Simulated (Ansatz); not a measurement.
Basis sets compared for [WO3(NH2)]- (WNO₃H₂⁻). The state is a singlet with charge -1. Geometry PBE-D4/def2-SVPD. Ansatz on 4 threads of Arm Neoverse V2 on a shared host; times are rough, and most runs start from earlier orbitals.

```xyz
7

W    -0.559    0.392    0.370
O    -2.036   -0.569    0.153
O    -0.169    0.499    2.097
O    -0.786    1.991   -0.363
N     1.019   -0.480   -0.548
H     1.460   -1.308   -0.142
H     1.071   -0.526   -1.567
```

In the def2 sets W takes a core potential; there is no spin–orbit coupling.

```json
{"level": "PBE-D4/def2-SVPD", "functions": "140", "energy (Eh)": "-348.5682", "HOMO (eV)": "-1.50", "LUMO (eV)": "2.98", "wall time": "1.2 s"}
{"level": "PBE0-D4/def2-SVPD", "functions": "140", "energy (Eh)": "-348.4696", "HOMO (eV)": "-3.04", "LUMO (eV)": "3.62", "wall time": "1.5 s"}
```

Problem. Estimate the rows for PBE-D4/def2-TZVPD, PBE0-D4/def2-TZVPD.

Solution. 
| level | functions | energy (Eh) | HOMO (eV) | LUMO (eV) | wall time |
| --- | --- | --- | --- | --- | --- |
| PBE-D4/def2-TZVPD | 218 | -348.9023 | -1.42 | 2.65 | 1.8 s |
| PBE0-D4/def2-TZVPD | 218 | -348.8076 | -2.94 | 3.19 | 2.5 s |
